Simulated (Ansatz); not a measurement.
Start from `OCBBr` and change one element to get `OCBF`.

Ansatz, PBE0-D4/def2-TZVP geometries, multiplicity 1. Each molecule was computed in one conformer, which needn't be the lowest.

Scalar relativity is left out up to krypton.

```tsv
property	`OCBBr`
LUMO energy (PBE/def2-TZVPP) / eV	-2.59
LUMO energy (ωB97M-V/def2-TZVPP) / eV	0.35
HOMO–LUMO gap (PBE0/def2-TZVPP) / eV	6.49
LUMO energy (PBE0/def2-TZVPP) / eV	-1.65
HOMO energy (PBE/def2-TZVPP) / eV	-6.47
HOMO–LUMO gap (ωB97M-V/def2-TZVPP) / eV	10.93
```

Task: Give the same properties after the change, and the shifts. (Estimate.)

Result: The calculation gave: 
| property | `OCBF` | shift |
| --- | --- | --- |
| LUMO energy (PBE/def2-TZVPP) / eV | -1.79 | 0.80 |
| LUMO energy (ωB97M-V/def2-TZVPP) / eV | 1.20 | 0.85 |
| HOMO–LUMO gap (PBE0/def2-TZVPP) / eV | 7.35 | 0.86 |
| LUMO energy (PBE0/def2-TZVPP) / eV | -0.77 | 0.88 |
| HOMO energy (PBE/def2-TZVPP) / eV | -6.43 | 0.04 |
| HOMO–LUMO gap (ωB97M-V/def2-TZVPP) / eV | 11.76 | 0.83 |

Spin–orbit coupling is left out; it splits and shifts lone-pair levels of the heavy atoms by tenths of an eV.
